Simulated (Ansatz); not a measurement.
CH4F2HfOSe (`C[Se][Hf]([OH])([F])[F]`), relaxed with RKS PBE0-D4/def2-TZVP in Ansatz 0.2.0 from a GFN2-xTB geometry. The force threshold is 0.005 eV/Å; the program also tests the step.

Total charge 0; spin multiplicity 1. Hf takes the def2 core potential.

Start:

```xyz
10

C    -0.294   -1.368    1.050
Se   -1.902   -0.670    0.049
Hf   -0.255    0.990   -0.614
O     1.187    0.365   -1.590
F    -0.831    2.484   -1.548
F     0.491    1.586    0.975
H     0.597   -1.292    0.414
H    -0.489   -2.407    1.301
H    -0.174   -0.782    1.962
H     1.669    1.094   -1.998
```

```tsv
step	energy (eV)	largest force (eV/Å)	largest move (Å)
1	-75233.8582	2.886	0.000
2	-75234.2643	1.183	0.195
3	-75234.3795	0.642	0.148
4	-75234.4243	0.573	0.089
5	-75234.4700	0.545	0.200
6 (rejected)	-75234.4003	2.467	0.195
7	-75234.4950	0.294	0.098
8	-75234.5063	0.760	0.097
9	-75234.5161	0.423	0.073
10	-75234.5167	0.192	0.136
11	-75234.5274	0.269	0.200
12	-75234.5301	0.086	0.062
13 (rejected)	-75234.5285	0.197	0.108
14	-75234.5305	0.115	0.050
15	-75234.5313	0.065	0.048
16	-75234.5317	0.069	0.066
17	-75234.5319	0.026	0.008
18	-75234.5320	0.012	0.021
19	-75234.5321	0.010	0.022
20	-75234.5322	0.050	0.052
21	-75234.5323	0.020	0.002
22	-75234.5323	0.005	0.012
23	-75234.5324	0.005	0.029
24 (rejected)	-75234.5324	0.016	0.034
25	-75234.5324	0.005	0.016
26	-75234.5324	0.005	0.012
27	-75234.5324	0.004	0.010
```

End:

```xyz
10

C    -0.289   -1.584    1.015
Se   -1.734   -0.545    0.163
Hf   -0.233    1.419   -0.559
O     1.289    0.699   -1.446
F    -1.277    2.565   -1.661
F     0.370    2.347    0.994
H     0.530   -1.746    0.317
H    -0.725   -2.542    1.291
H     0.063   -1.077    1.911
H     2.006    0.464   -2.026
```

Hardware: 2 threads of an AMD EPYC 7R13 on a shared host and a share of an NVIDIA H100 80 GB. Wall time 66 s, peak host memory 0.94 GiB.
